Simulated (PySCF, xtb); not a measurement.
C₂H₈O₂Si₂, SMILES C=C[Si@H](O)[SiH2]O. One conformer was computed; it need not be the lowest.

Harmonic wavenumbers (cm⁻¹) from GFN2-xTB run with xtb at its own minimum, in rising order: 27, 58, 97, 157, 173, 200, 262, 291, 363, 424, 455, 489, 614, 654, 661, 715, 740, 791, 798, 804, 869, 880, 915, 1002, 1037, 1280, 1424, 1661, 2106, 2159, 2267, 3020, 3063, 3086, 3649, 3684.

Question: What does PBE-D3(BJ)/def2-SVP run with PySCF give at its own minimum? (An estimate is asked for; the answer gives what the named calculation found.)

Answer: 50, 69, 125, 131, 163, 233, 275, 312, 387, 426, 471, 509, 623, 703, 708, 772, 785, 803, 837, 892, 924, 932, 942, 965, 1010, 1222, 1360, 1598, 2111, 2121, 2177, 3042, 3061, 3138, 3692, 3736. Paired by order, the mean absolute difference is 35 cm⁻¹ and the zero-point energies are 58.4 and 59.0 kcal/mol.
